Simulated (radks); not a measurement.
Values are calculated unless marked as measured or tabulated.
Q: These are the eigenvalues of the occupied orbitals of an atom or ion with whole-number occupations (eV). Code: a radial shooting solver on a logarithmic mesh with Libxc functionals. Model: Dirac Kohn-Sham, PBE, spin-unpolarised, spherical densities, point nucleus.

1s1/2: -5117.397
2s1/2: -771.5673
2p1/2: -684.8447
2p3/2: -678.9212
3s1/2: -253.8251

Which element is it, and in what charge state? The configuration may be excited. Open shells, if any, are shared by 2j + 1.

A: Z = 22, titanium, charge +10: Ti10+ in [Ne] 3s2. The list shows which subshells hold electrons but not how many an open one holds; the 1s level, -188.06 hartree, gives Z - s = 19.4 by -(Z - s)^2/2, which with screening and relativity narrows Z to a few neighbours, and the depths of the outer levels then fix element, charge and occupations together.
